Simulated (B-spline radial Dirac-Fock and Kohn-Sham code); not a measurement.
Yb⁺: non-radiative channels of the M5 vacancy

System: ytterbium as Yb⁺, 1s2 2s2 2p6 3s2 3p6 3d10 4s2 4p6 4d10 4f14 5s2 5p6 6s1, inside a Watson sphere of charge -1 and radius 2.4 Å (a model of the Madelung potential; inside it an electron's potential energy is raised by 6.0 eV).

Calculated with an atomic code on a B-spline grid, using independent-particle radiative and Coulomb Auger rates from relativistic LDA hole-state orbitals, with Dirac-Fock energies. Kinetic energies are configuration averages from the vacuum level; the two-hole energies are estimated from single-hole states.

```csv
transition,kinetic energy (eV),width (meV),share (%)
M5-N2N3,754.1,12.2,0.8
M5-N1N5,822.7,81.0,5.5
M5-N2N5,913.6,81.3,5.5
M5-N3N5,966.1,127,8.6
M5-N1N7,1008.8,25.0,1.7
M5-N2N7,1100.4,12.5,0.8
M5-N4N5,1115.0,170,11.5
M5-N5N5,1124.5,192,13.0
M5-N3N7,1151.3,10.6,0.7
M5-N5O1,–,11.4,0.8
M5-N5O3,1291.8,15.6,1.1
M5-N4N7,1301.8,62.4,4.2
M5-N5N6,1309.7,104,7.1
M5-N5N7,1312.5,160,10.9
M5-N6N7,1496.2,193,13.1
M5-N7N7,1497.9,131,8.9
```

A dash stands for an energy that rests on an unreliable hole state.

The listed channels hold 94 % of the non-radiative rate. Summed by principal shells, of 1.47 eV in all: MNN 96.4 %, MNO 3.5 %.
